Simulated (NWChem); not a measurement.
# BeHI; SMILES [I][BeH]

Results from NWChem. def2 effective core potentials on I; no spin-orbit coupling. Each level has its own optimisation; frequencies are unscaled.

| level | r Be–H (Å) | r Be–I (Å) | highest harmonic frequency (cm⁻¹) | lowest (cm⁻¹) | zero-point energy (kcal/mol) |
|---|---|---|---|---|---|
| Hartree-Fock/3-21G (all-electron, non-relativistic) | 1.327 | 2.217 | 2267 | 500 | 5.5 |
| PBE/def2-SVP (core potentials) | 1.338 | 2.186 | 2138 | 481 | 5.3 |
| BLYP/def2-SVP (core potentials) | 1.328 | 2.195 | 2163 | 496 | 5.3 |
| PBE0-D3(BJ)/def2-TZVP (core potentials) | 1.331 | … | 2166 | 495 | 5.4 |

Task: Complete the blanks.

Result: 
- PBE0-D3(BJ)/def2-TZVP (core potentials), r Be–I (Å): 2.168
